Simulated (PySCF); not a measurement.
CH$_{3}$Cl, charge +1, doublet, geometry from GFN2-xTB (a state made from the parent by changing its charge; the spin is typed, not shown lowest). Base run: PySCF with MP2/6-311G**.

PySCF was given this input:
```python
from pyscf import gto, scf, mp

mol = gto.Mole()
mol.atom = '''
    C    -1.082671   -0.021148   -0.031958
    Cl    0.640655    0.012514    0.018911
    H    -1.428599   -0.674423   -0.850335
    H    -1.486111   -0.405169    0.919851
    H    -1.480403    0.993740   -0.199249
'''
mol.basis = '6-311g**'
mol.charge = 1
mol.spin = 1
mol.verbose = 4
mol.build()

mf = scf.UHF(mol)
mf.kernel()

pt = mp.MP2(mf)
pt.kernel()
print('E(MP2) = %.10f' % pt.e_tot)
```

Each row names what was changed in the base input (with any setting that the change needs).

```
change                                ΔE vs base (kcal/mol)  MP2 correlation (Eh)  basis functions  core-seconds (rough)
------------------------------------  ---------------------  --------------------  ---------------  --------------------
base                                                  0.000              -0.33736               62                     2
method = ccsd(t)                                     -27.32              -0.33736               62                    40
method = ccsd                                        -21.71              -0.33736               62                    10
density fitting = JK and correlation                  0.245              -0.33699               62                   0.8
frozen = 6                                            42.65              -0.26939               62                     1
cart = on                                             -2.62              -0.34045               64                     1
frozen = 5                                            40.09              -0.27346               62                     1
method = cisd                                         -3.01                     -               62                     7
frozen = 7                                             72.0              -0.22257               62                     1
```

Open shells are given as the SCF converged; they aren't shown to be the lowest states, and a large step between rows can be another state.
